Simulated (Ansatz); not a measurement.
The same ligand exchange along the group B, Al, Ga, In.

Isolated molecules relaxed with PBE0-D4/def2-TZVP in Ansatz; ΔE leaves out vibrations. CCSD(T)/CBS adds triple-zeta CCSD(T) − MP2 to the extrapolated MP2 energy (def2 sets, frozen cores). This one scheme is used for every species. Functionals use def2-TZVPP. B3LYP here is the variant with VWN-RPA as its local correlation; programs differ in this. Elements past krypton have def2 core potentials. For Br, Ga, In outer-core shells are correlated without core-valence functions, which leaves a few kJ/mol of doubt a bond. Scalar relativity is left out up to krypton.

```json
{"reaction": "`FB(Br)Br` + HBr → `BrB(Br)Br` + H–F", "r2SCAN-D4 (kJ/mol)": "71", "PBE-D4 (kJ/mol)": "60", "B3LYP-D4 (kJ/mol)": "71", "CCSD(T)/CBS(def2) (kJ/mol)": "57"}
{"reaction": "`[F][Al]([Br])[Br]` + HBr → `[Br][Al]([Br])[Br]` + H–F", "r2SCAN-D4 (kJ/mol)": "23", "PBE-D4 (kJ/mol)": "17", "B3LYP-D4 (kJ/mol)": "25", "CCSD(T)/CBS(def2) (kJ/mol)": "17"}
{"reaction": "`[F][Ga]([Br])[Br]` + HBr → `[Br][Ga]([Br])[Br]` + H–F", "r2SCAN-D4 (kJ/mol)": "-42", "PBE-D4 (kJ/mol)": "-46", "B3LYP-D4 (kJ/mol)": "-45", "CCSD(T)/CBS(def2) (kJ/mol)": "-52"}
{"reaction": "`[F][In]([Br])[Br]` + HBr → `[Br][In]([Br])[Br]` + H–F", "r2SCAN-D4 (kJ/mol)": "-74", "PBE-D4 (kJ/mol)": "-74", "B3LYP-D4 (kJ/mol)": "-76", "CCSD(T)/CBS(def2) (kJ/mol)": "-84"}
```

Largest T1 diagnostic: 0.012, for `[F][In]([Br])[Br]`.
